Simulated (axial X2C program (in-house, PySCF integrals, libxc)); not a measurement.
# Potential curves of MoC⁻, 2c

Calculated with an in-house relativistic program for diatomic molecules. Two-component (2c) means X2C with spin–orbit coupling and atomic mean-field two-electron Coulomb and Gaunt terms. Basis: Mo dyall-acv3z [12s13p10d5f3g], C dyall-av3z [8s7p3d2f] (cores contracted in-house); Gaussian nuclei, density fitting, unrestricted open shells. Masses: Mo 97.905 u, C 12.000 u.

State: Ω = 3/2 (⟨Sz⟩ = 1.50, ⟨Lz⟩ = 0.00 at PBE0). Energies in cm⁻¹ from the fragments at the same level (Mo + C-). Fits are polynomials in 1 − R0/R over 0.85 to 1.23 times the lowest point R0.

```
 R (Å)    PBE0   PBE50
1.4668  -26371  -21603
1.5343  -32662  -27237
1.5848  -35369  -29511
1.6354  -36759  -30549
1.6860  -37121  -30683
1.7450  -36581  -30104
1.8040  -35337  -29095
1.8799  -33167  -27533
1.9726  -30222  -25501
2.1075  -26061  -22580
```

The state is one determinant whose occupation by symmetry is held fixed; it was picked as the lowest of a PBE0 search that is not exhaustive. Dissociation energies refer to the lowest single-determinant-based atoms at the same level and basis. Density functionals use the spin component along the axis (collinear). Other states lie close and PBE0, whose exact exchange favours high spin, may order them wrongly; the determinant shown need not be the ground state. The nearest other 2c determinant of the search, Ω = 1/2, lies 0.53 eV up at the distance of the search. Without a current term, density functionals place determinants with orbital angular momentum somewhat too high. With several unpaired electrons one determinant need not be a pure state. The highest occupied level of some functionals is positive through self-interaction error; at Hartree–Fock it is bound. This is the top spin component of a Σ state; components of lower Ω are not single determinants and can lie lower. The determinant is spin-polarised beyond a pure state at some levels (its spin-free form has ⟨S²⟩ too high), which makes Re and μ there less reliable.

Task: Fit the PBE0 curve near its minimum: give the equilibrium distance, the harmonic wavenumber and the well depth.

Result: At PBE0, 2c: Re = 1.682 Å, ωe ≈ 988 cm⁻¹, De = 4.60 eV to Mo + C-; Be follows as 0.558 cm⁻¹.

Task: Fit the PBE50 curve near its minimum: give the equilibrium distance, the harmonic wavenumber and the well depth.

Result: At PBE50, 2c: Re = 1.669 Å, ωe ≈ 918 cm⁻¹, De = 3.81 eV to Mo + C-; Be follows as 0.566 cm⁻¹.
